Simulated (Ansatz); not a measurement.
Geometry optimisation, Ansatz, RKS PBE/def2-SVP.

The input (input.yaml):

```yaml
crystal:
  periodic: [false, false, false]
  atoms:
    - { symbol: Ge, position_ang: [0.7937, 0.3325, 0.1331] }
    - { symbol: F, position_ang: [-0.8841, 0.4904, 1.3993] }
    - { symbol: C, position_ang: [-0.6991, -0.6374, -0.7482] }
    - { symbol: H, position_ang: [-1.2487, -0.162, 0.4403] }
    - { symbol: Cl, position_ang: [1.2809, 2.3845, -0.127] }
    - { symbol: Cl, position_ang: [2.2017, -0.5214, 1.4769] }
    - { symbol: H, position_ang: [-0.9648, -0.195, -1.702] }
    - { symbol: H, position_ang: [-0.4796, -1.6916, -0.8725] }
basis:
  gaussian: { orbitals: def2-SVP }
hamiltonian:
  xc: pbe
relax:
  f_tol: 0.15
  max_steps: 25
  restrain:
    - { distance: [3, 1], at: 0.88, k: 30.0 }
    - { distance: [0, 1], at: 3.07, k: 30.0 }
    - { distance: [3, 2], at: 2.37, k: 30.0 }
```

Launched with:

```bash
$ ansatz run input.yaml --threads 2 --pin off --max-ram 3072MiB --backend cpu --events-out ev --progress --plain --runs-dir out
```

Task: Where does it end, and by what steps?

Result: The run converged. The restraints hold the end off the free minimum. After 7 steps the energy has risen by 0.480 eV (the restraints' own energy left out); H4 moved furthest, 0.64 Å. Parted: Ge1–F2. Joined: F2–H4.

```
step  energy less start (eV)  largest force component (eV/Å)  accepted
   0                  0.0000                           2.509       yes
   1                  0.7011                           2.909       yes
   2                  0.8015                           2.755       yes
   3                  0.7257                           2.709       yes
   4                  0.5235                           1.288       yes
   5                  0.5029                           0.601        no
   6                  0.4804                           1.176       yes
   7                  0.4805                           1.256       yes
```

```xyz
8
Properties=species:S:1:pos:R:3
Ge 0.960 0.220 -0.160
F -1.384 0.545 1.790
C -0.379 -0.660 -0.973
H -1.458 0.085 0.994
Cl 1.249 2.344 -0.249
Cl 2.196 -0.615 1.381
H -0.850 -0.160 -1.834
H -0.334 -1.760 -0.949
```

Run time: 12 s on 2 threads of Intel(R) Xeon(R) Platinum 8488C (Sapphire Rapids) (shared host), peak memory 0.18 GiB.
